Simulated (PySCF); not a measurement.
C8H11P.
Structure used (PBE0-D3(BJ)/def2-SVP), in Å, numbered top down from 1:
```xyz
20
C8H11P angstrom
C     -1.806    1.462    0.406
C     -1.248    0.092    0.021
C     -1.888   -1.022    0.850
C      0.268    0.046    0.116
C      1.006   -0.287   -1.019
C      2.398   -0.380   -1.068
C      3.210   -0.145    0.039
C      2.694    0.202    1.283
P      1.015    0.398    1.665
H     -2.899    1.488    0.271
H     -1.592    1.694    1.461
H     -1.364    2.260   -0.209
H     -1.502   -0.090   -1.038
H     -2.984   -1.013    0.738
H     -1.519   -2.012    0.542
H     -1.656   -0.896    1.920
H      0.450   -0.490   -1.942
H      2.867   -0.650   -2.018
H      4.295   -0.238   -0.079
H      3.398    0.372    2.105
```

Computed with PySCF at PBE0/pcSseg-1, non-relativistic, on one gas-phase PBE0-D3(BJ)/def2-SVP geometry that isn't relaxed in the solvent. The solvent is an IEF-PCM continuum (van der Waals radii × 1.2). Specific hydrogen bonds and non-electrostatic terms are outside this model.

```json
{"run": "gas", "E − E(gas) (kcal/mol)": "0.00", "HOMO (eV)": "-6.94", "HOMO–LUMO gap (eV)": "5.50", "dipole (D)": "1.47"}
{"run": "P", "E − E(gas) (kcal/mol)": "-2.19", "HOMO (eV)": "-6.97", "HOMO–LUMO gap (eV)": "5.50", "dipole (D)": "1.96"}
{"run": "Q", "E − E(gas) (kcal/mol)": "-1.16", "HOMO (eV)": "-6.94", "HOMO–LUMO gap (eV)": "5.50", "dipole (D)": "1.72"}
```

Q: The runs were made in chloroform and cyclohexane. Which run belongs to which solvent?

A: P = chloroform, Q = cyclohexane. The dielectric constants are 2.017 (cyclohexane), 4.711 (chloroform), and the energy falls further as ε rises. In this model the ground state sees the solvent through ε alone.

Q: How constant is the ratio of the lowering to (ε − 1)/(2ε + 1)?

A: 
```
    solvent  (ε − 1)/(2ε + 1)  E − E(gas) (kcal/mol)  ratio (kcal/mol)  polarisation term (kcal/mol)
cyclohexane             0.202                  -1.16              -5.7                         -1.22
 chloroform             0.356                  -2.19              -6.1                         -2.44
```

The ratio changes by +7.1 % in size from cyclohexane to chloroform. The polarisation term is half the interaction of the solute with the induced surface charges.
